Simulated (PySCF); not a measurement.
# Germanium: a sound run and one with changed settings

Sound run: Ge⁺ [Ar] 3d10 4s2 4p1, Ge²⁺ [Ar] 3d10 4s2. All numbers are calculated (PySCF 2.14, scalar relativity by spin-free X2C-1e, in aug-cc-pVDZ-DK (6s5p3d, 36 functions)). The sound run starts from symmetry-adapted Hartree-Fock orbitals and uses a fine grid where one is needed.

Changed run: initial guess atom, at most 5 SCF cycles. This setting is unsound on purpose.

```
species  method  sound run (hartree)  changed run (hartree)  converged
    Ge⁺     UHF          -2096.68721            -2096.68721         no
    Ge⁺  M06-2X          -2098.42247            -2098.42247         no
    Ge⁺   M06-L          -2098.26642            -2098.26642         no
   Ge²⁺     UHF          -2096.12748            -2096.12748         no
   Ge²⁺  M06-2X          -2097.84775            -2097.84775         no
   Ge²⁺   M06-L          -2097.69779            -2097.69779         no
```

The SCF was stopped early; the energies are upper bounds that still move, and correlated levels were skipped or rest on poor orbitals.
